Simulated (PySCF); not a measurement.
H4MgSSi. Atoms are numbered in the order given.

```xyz
7

Mg     0.0252     0.0990    -0.0840
S      0.5508     1.7593    -1.6049
H      1.4031     0.9391    -2.2683
Si    -0.5942    -1.7097     1.6351
H     -1.3227    -2.8695     1.0177
H     -1.4877    -1.1836     2.7226
H      0.6091    -2.2882     2.3241
```

The structure is a stationary point at PBE-D3(BJ)/def2-TZVP. The values are those of a single conformer.

Computed with PBE0/pcSseg-2 (PySCF).

GIAO shieldings, no solvent; atoms alike by connectivity are averaged. δ = σ(ref) − σ: ³³S against H2S (σ = 711.3 ppm); ¹H against TMS (σ = 31.54 ppm); ²⁹Si against TMS (σ = 341.9 ppm), references at their B3LYP-D3(BJ)/def2-TZVP geometries, non-relativistic.

Computed chemical shifts:
| nucleus | atoms | count | δ (ppm) |
|---|---|---|---|
| ³³S | S2 | 1 | -55.4 |
| ¹H | H5, H6, H7 | 3 | 3.29 |
| ¹H | H3 | 1 | -0.47 |
| ²⁹Si | Si4 | 1 | -150.2 |
